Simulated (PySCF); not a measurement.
Mass spectrum arithmetic for [InFH3]-

Species: `[H][In-]([H])([H])[F]` ([InFH3]-).

Calculated for natural abundance.

(1) What are the average molar mass and the monoisotopic mass?

(2) Give the isotope pattern of the ion itself, merging species of the same nominal mass.

(3) Which singly substituted isotopologues are there?

(4) What share of all these ions is the monoisotopic species?

(5) Give the mass fraction of each element.

(6) Count the protons, neutrons and electrons of the monoisotopic species, and give its exact less its nominal mass.

## Answers

(1) For [FH3In]-, with standard atomic weights, 1 × 114.818 + 1 × 18.998 + 3 × 1.008 = 136.840 g/mol. From the most abundant isotopes (115In, 19F, 1H), 1 × 114.903878 + 1 × 18.998403 + 3 × 1.007825 = 136.9258 u for neutral atoms; the ion's mass is 136.9263 u once 1 electron mass (0.000549 u) is added.

(2) 
```
nominal mass  m/z (centroid)  relative intensity
         135        134.9265                 4.5
         137        136.9263               100.0
```

Cut off at 0.1 %. Abundances used (%; other tables differ somewhat): 113In 4.29, 115In 95.71; 1H 99.9885, 2H 0.0115.

(3) Intensity in % of the monoisotopic species:

```json
{"isotope": "113In", "mass shift (u)": "-1.99982", "m/z": "134.9265", "intensity (%)": "4.48"}
{"isotope": "2H", "mass shift (u)": "+1.00628", "m/z": "137.9326", "intensity (%)": "0.03"}
```

Species under 0.02 % are left out.

(4) 0.9571 × 1 × 0.999885^3 = 95.68 %.

(5) In 83.91 %, F 13.88 %, H 2.21 %.

(6) 61 protons, 76 neutrons and 62 electrons; 136.9258 − 137 = -0.0742 u, electron masses as for neutral atoms.
